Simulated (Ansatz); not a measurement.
PBE exchange is replaced step by step with exact exchange (0 % is PBE, 25 % PBE0; no dispersion term), basis def2-TZVP, Ansatz. System: the cluster Ag₂Ge. Charge 0, multiplicity 1. Geometry: PBE0-D4/def2-TZVP, each spin state at its own.

Geometry of the singlet:

| atom | x (Å) | y (Å) | z (Å) |
| --- | --- | --- | --- |
| Ag1 | 0.135 | -0.691 | -1.486 |
| Ag2 | -1.110 | 1.003 | 0.682 |
| Ge3 | 0.976 | -0.312 | 0.804 |

In the def2 sets Ag takes a core potential; there is no spin–orbit coupling. The structure comes from a short search, and lower isomers may exist.

```
exact exchange (%)  HOMO (eV)  LUMO (eV)  gap (eV)  triplet − singlet (kJ/mol)  quintet − singlet (kJ/mol)
                 0      -4.72      -3.90      0.82                        42.0                       275.2
                10      -4.95      -3.53      1.42                        35.1                       259.2
                15      -5.07      -3.34      1.73                        31.7                       251.2
                25      -5.30      -2.97      2.33                        25.3                       235.5
                35      -5.53      -2.60      2.93                        19.0                       220.0
                50      -5.87      -2.04      3.83                        10.1                       197.2
```

**Question.** Fit a straight line to the column «quintet − singlet (kJ/mol)» against the share of exact exchange and predict its value at 5 %.

**Answer.** With x = exact exchange (%) and y = quintet − singlet (kJ/mol): mean x = 22.5, mean y = 239.7; Σ(x − x̄)(y − ȳ) = -2554, Σ(x − x̄)² = 1638; slope b = -1.559, intercept a = ȳ − b·x̄ = 274.8. The residuals of the fitted rows reach 0.4. At x = 5 the line gives 274.8 + (-1.559 × 5) = 267.0; the run gave 267.2, 0.2 more than the line.
